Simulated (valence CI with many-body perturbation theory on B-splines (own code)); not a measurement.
Results of a calculation; reference values are marked as such.
# Sensitivity of CI+MBPT for Tl9+

Level of theory: relativistic CI+MBPT: four valence electrons over a frozen Dirac-Fock core [Xe] 4f14, a basis of 6 s, 6 p, 5 d, 5 f, 1 g functions for each j, with the one-electron correlation potential Σ1 (screened to all orders), the two-electron term Σ2, the three-electron term Σ3, Breit, model QED; selected single and double excitations, second order for the rest, scaled by the run's own slope (own B-spline code, finite nucleus).

No measured spectrum was set against this ion. As an estimate, terms of the open shell hold to 2 to 4 % of their energy, and close levels can change places. Only levels of the ground parity were solved; by the run's estimate the other parity begins above the list, which can be wrong where configurations are misplaced.

The reference run has the lowest level (5d3/2^4) J=0 and an ionisation energy of 158.408 eV. Its largest variational space holds 9995 state functions.

Levels are named by their leading jj configuration (3d3/2^4 stands for four electrons in 3d with j = 3/2), which in mixed levels can hold well under half, so a name can repeat and another be missing. Letters in brackets count levels of one name in rising energy.

Changed runs:
A. shift of the energy in Σ1 (hartree) 0 → 1.878; box radius (bohr) 12.456 → 5.55
B. cutoff of virtual states (hartree) 13122 → 1080
C. size limit of the variational space 10000 → 1500; second order for the rest on → off
D. closed core [Xe] 4f14 → [Xe] 4f14 5d1 (bad on purpose)

Excitation energies of the reference run in cm⁻¹, and shifts in cm⁻¹:

```
                    Level  Reference       A       B        C
      (5d3/2^3 5d5/2) J=1      14443    +400    -7.7     +181
      (5d3/2^3 5d5/2) J=2      23899    +564     -11     +418
      (5d3/2^3 5d5/2) J=3      29368    +588     -11     +649
      (5d3/2^3 5d5/2) J=4      29704    +457    -8.5     +897
    (5d3/2^2 5d5/2^2) J=0      42466    +766     -14      +14
(5d3/2^2 5d5/2^2) J=4 [a]      44454    +802     -15     +642
(5d3/2^2 5d5/2^2) J=3 [a]      48701    +728     -13     +881
(5d3/2^2 5d5/2^2) J=2 [a]      49426    +681     -12     +734
    (5d3/2^2 5d5/2^2) J=5      52927    +812     -15     +496
    (5d3/2^2 5d5/2^2) J=1      54780    +858     -16     +390
    (5d3/2^2 5d5/2^2) J=6      56856    +832     -15     +257
(5d3/2^2 5d5/2^2) J=4 [b]      61336    +861     -16     +843
   Ionisation energy (eV)    158.408  +0.479  -0.007  +0.0016
```

Run D: It gave no result: the perturbation theory needs a core of closed shells. The program said: "the core must hold closed shells only".
